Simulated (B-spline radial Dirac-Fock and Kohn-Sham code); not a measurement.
# Magnetic form factor of the 5d shell of Tl¹⁰⁺

System: the Tl¹⁰⁺ ion in the configuration [Xe] 4f14 5d3.

Level of theory: Dirac-Fock densities; a radial atomic solver. ⟨j_K⟩ is the integral of the 5d radial density with the spherical Bessel function j_K(4πsr), s = sin θ/λ.

```tsv
s (Å⁻¹)	⟨j0⟩	⟨j2⟩	⟨j4⟩
0	1.0000	0.0000	0.0000
0.05	0.9740	0.0103	0.0000
0.1	0.8996	0.0394	0.0006
0.15	0.7864	0.0817	0.0027
0.2	0.6483	0.1296	0.0078
0.25	0.5009	0.1753	0.0169
0.3	0.3583	0.2117	0.0302
0.35	0.2319	0.2345	0.0471
0.4	0.1287	0.2418	0.0661
0.45	0.0516	0.2344	0.0854
0.5	-0.0001	0.2148	0.1029
0.6	-0.0415	0.1540	0.1263
0.7	-0.0319	0.0882	0.1296
0.8	-0.0045	0.0363	0.1152
0.9	0.0205	0.0046	0.0904
1	0.0352	-0.0091	0.0629
1.1	0.0395	-0.0103	0.0381
1.2	0.0362	-0.0049	0.0191
1.4	0.0204	0.0097	-0.0007
1.6	0.0061	0.0182	-0.0033
```

Radial moments of the shell: ⟨r²⟩ = 1.426, ⟨r⁴⟩ = 2.954, ⟨r⁶⟩ = 8.332 in powers of bohr.

Values without a named source are computed, but for edge energies of neutral atoms, which are taken from tables.
